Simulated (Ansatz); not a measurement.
C$_{3}$H$_{6}$AlF, SMILES `C=C[CH2][AlH][F]`: the same geometry under several functionals.

```yaml
crystal:
  periodic: [false, false, false]
  atoms:
    - {symbol: C, position_ang: [-1.285601, 0.574313, -0.216888]}
    - {symbol: C, position_ang: [-0.674033, -0.462705, 0.412569]}
    - {symbol: C, position_ang: [0.447269, -1.224591, -0.133379]}
    - {symbol: Al, position_ang: [1.200707, 0.616715, 0.003453]}
    - {symbol: F, position_ang: [1.776745, 1.138879, 1.467038]}
    - {symbol: H, position_ang: [-1.183772, 0.731168, -1.286951]}
    - {symbol: H, position_ang: [-1.992742, 1.203054, 0.307631]}
    - {symbol: H, position_ang: [-0.859456, -0.571770, 1.480147]}
    - {symbol: H, position_ang: [0.795100, -2.050833, 0.474916]}
    - {symbol: H, position_ang: [0.373069, -1.470278, -1.192483]}
    - {symbol: H, position_ang: [1.468116, 1.458949, -1.295251]}
basis:
  gaussian: {orbitals: def2-TZVPP}
hamiltonian: {xc: {name: B97M-V}}
output: {orbitals: {seedname: orbitals}}
```

```sh
$ ansatz run in.yaml --threads 4 --pin off --events-out ev --progress --plain --max-ram 10444MiB
```

Output, abridged:

```
Functional definition: B97M-V
1319 factors; their error is unknown
mean field evaluation 1: about -12512.9821 eV, gradient 7.2e1 eV
mean field evaluation 2: about -12495.1101 eV, gradient 1.1e2 eV
mean field evaluation 4: about -12524.3537 eV, gradient 8.0e0 eV
mean field evaluation 8: about -12524.5040 eV, gradient 3.3e-1 eV
mean field evaluation 16: about -12524.4764 eV, gradient 2.7e-3 eV
mean field -12524.47644784 eV, -460.2660200630 hartree, gradient 3.0e-5 eV, S^2 0.000000; 0 other end points of the search recorded, 0 dependent functions left out
reference -12524.47651460 eV, -460.2660225164 hartree; 23, 23 occupied and 227, 227 virtual orbitals, 1319 factors
Total energy: -12524.47651460 eV, -460.2660225164 hartree
```

Run time 2.5 s (4 threads of an AMD EPYC 9R45 on a shared host); peak host memory 0.41 GiB.

With the line `hamiltonian: {xc: {name: LC-wPBE}}` (abridged; 1.1 s):

```
Functional definition: LC-wPBE
mean field evaluation 16: about -12520.8748 eV, gradient 5.8e-4 eV
mean field -12520.87483407 eV, -460.1336631983 hartree, gradient 3.6e-5 eV, S^2 0.000000
Total energy: -12520.87483408 eV, -460.1336631986 hartree
```

With the line `hamiltonian: {xc: {name: wB97M-V}}` and forces (abridged; 3.3 s):

```
Functional definition: wB97M-V
mean field evaluation 16: about -12524.0091 eV, gradient 3.2e-4 eV
mean field -12524.00905196 eV, -460.2488435812 hartree, gradient 3.2e-5 eV, S^2 0.000000
Total energy: -12524.00910583 eV, -460.2488455611 hartree
Atom 0 force     0.017466    -0.036312     0.028144 eV/Å
Atom 1 force    -0.286557     0.122171     0.126023 eV/Å
Atom 2 force     0.211187    -0.072286    -0.112682 eV/Å
Atom 3 force     0.065972     0.044225    -0.278277 eV/Å
Atom 4 force     0.018603     0.026744     0.097713 eV/Å
Atom 5 force     0.015154    -0.023874     0.078662 eV/Å
Atom 6 force     0.049633    -0.060338    -0.035330 eV/Å
Atom 7 force     0.003576     0.014237    -0.087872 eV/Å
Atom 8 force    -0.039640     0.064707    -0.041836 eV/Å
Atom 9 force    -0.027297     0.008125     0.082172 eV/Å
Atom 10 force    -0.028097    -0.087399     0.143282 eV/Å
Dipole moment:    -0.349275    -0.266557    -0.163839 e Å
```

Changing it to `hamiltonian: {xc: {name: BLYP}, dispersion: d4}` (abridged; 0.8 s):

```
Functional definition: BLYP
mean field evaluation 16: about -12524.9774 eV, gradient 1.8e-4 eV
mean field -12524.97736519 eV, -460.2844284360 hartree, gradient 7.1e-5 eV, S^2 0.000000
Total energy: -12525.45424903 eV, -460.3019535940 hartree
```

With the line `hamiltonian: {xc: {name: revPBE}, dispersion: d4}` (abridged; 0.75 s):

```
Functional definition: revPBE
mean field evaluation 16: about -12523.3827 eV, gradient 9.5e-4 eV
mean field -12523.38269911 eV, -460.2258255387 hartree, gradient 6.1e-5 eV, S^2 0.000000
Total energy: -12524.05167968 eV, -460.2504101212 hartree
```

Changing it to `hamiltonian: {xc: hse06, dispersion: d4}` (abridged; 1.1 s):

```
Functional definition: HSE06
mean field evaluation 16: about -12516.5917 eV, gradient 5.2e-5 eV
mean field -12516.59170859 eV, -459.9762612400 hartree, gradient 5.2e-5 eV, S^2 0.000000
Total energy: -12516.76000335 eV, -459.9824459584 hartree
```

HSE06 is the plane-wave form, built on full-range PBE exchange.
